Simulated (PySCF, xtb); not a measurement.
SrCl2, SMILES [Cl][Sr][Cl].

GFN2-xTB in xtb 6.7.1 at its own geometry gives an orbital gap of 1.96 eV and a dipole moment of 4.41 D.

Coordinates come from a PBE0-D3(BJ)/def2-TZVP optimisation. The isomer is the one that the SMILES or the coordinates give; other isomers of the formula were not compared. The def2 effective core potentials stand for the cores of Sr; spin–orbit coupling is left out.

Problem. What does r2SCAN/def2-TZVPD in PySCF give? (Estimate from the structure and the level; the computed values follow.)

Solution. gap 4.78 eV (levels -6.89 and -2.11 eV), dipole 5.02 D.
